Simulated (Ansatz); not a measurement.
Cost and result for the atomization energy of CH7NSi2 (`NC1[SiH2][SiH2]1`) (11 atoms, 11 bonds).

Cartesian coordinates in Å:
```
N 0.564 -1.519 -0.240
C 0.166 -0.170 -0.580
Si -1.416 0.450 0.302
Si 0.678 1.166 0.692
H 1.540 -1.687 -0.448
H 0.012 -2.209 -0.733
H 0.253 0.148 -1.626
H -2.361 1.242 -0.522
H -2.079 -0.542 1.179
H 1.472 0.672 1.840
H 1.171 2.449 0.136
```

The species carries charge 0 and has multiplicity 1. The structure was optimised at the PBE0-D4/def2-TZVP level. It is one conformer, not always the lowest. Program: Ansatz. All runs use 2 threads of an Arm Neoverse V1 on a shared host. Times are those of one run each, without the atoms' runs, and a repeat can differ threefold. Electronic energies, without spin–orbit coupling; frozen cores. CCSD(T)/CBS adds CCSD(T) − MP2 in def2-TZVPP to the MP2 limit, and its time is that of the two runs behind it. T1 = 0.013. B3LYP takes the VWN-RPA correlation (the form of Gaussian; ORCA's B3LYP/G). HSE06 is the plane-wave form, built on full-range PBE exchange.

CCSD(T)/CBS is a level of theory with its own doubt, some kJ/mol a heavy atom from the limit and from the frozen cores, so smaller differences don't rank the functionals.

| level | functions | wall time | atomization (kJ/mol) | difference from CCSD(T)/CBS | per bond |
| --- | --- | --- | --- | --- | --- |
| revPBE-D4/def2-TZVPP | 244 | 3.3 s | 3507.0 | -27.7 | -2.5 |
| CCSD(T)/def2-SVP | 99 | 4.6 s | 3285.3 | -249.4 | -22.7 |
| PBE0-D4/def2-TZVPP | 244 | 4.9 s | 3531.6 | -3.1 | -0.3 |
| HSE06-D4/def2-TZVPP | 244 | 5.5 s | 3533.8 | -0.9 | -0.1 |
| CAM-B3LYP-D4/def2-TZVPP | 244 | 6 s | 3547.3 | 12.6 | 1.1 |
| B3LYP-D4/def2-TZVPP (with forces) | 244 | 8 s | 3539.0 | 4.3 | 0.4 |
| r2SCAN-D4/def2-TZVPP (with forces) | 244 | 8.5 s | 3534.4 | -0.3 | 0.0 |
| B2PLYP/def2-TZVPP | 244 | 9 s | 3483.4 | -51.3 | -4.7 |
| B97M-V/def2-TZVPP | 244 | 13 s | 3554.2 | 19.5 | 1.8 |
| ωB97M-V/def2-TZVPP (with forces) | 244 | 20 s | 3547.3 | 12.6 | 1.1 |
| MP2/def2-QZVPP | 464 | 57 s | 3501.2 | -33.5 | -3.1 |
| CCSD(T)/def2-TZVPP | 244 | 9.4 min | 3427.6 | -107.1 | -9.7 |
| CCSD(T)/CBS(def2) | – | 10 min | 3534.7 | 0.0 | 0.0 |

From r2SCAN to r2SCAN0 (25 % exact exchange), in def2-TZVPP and without D4, the atomization energy moves by −44.4 kJ/mol: exact exchange takes away binding that semilocal exchange gives to molecules. In def2-TZVPP, CCSD(T) changes the Hartree–Fock value by +930.6 kJ/mol (the triples alone add +50.9 kJ/mol) and MP2 by +940.5 kJ/mol; breaking electron pairs costs correlation energy, which Hartree–Fock lacks. The D4 term adds +39.1 kJ/mol with B3LYP and +20.3 kJ/mol with PBE0; it sums over pairs of atoms, weighted by their polarisabilities, and B3LYP, whose exchange is more repulsive, gets the larger term.
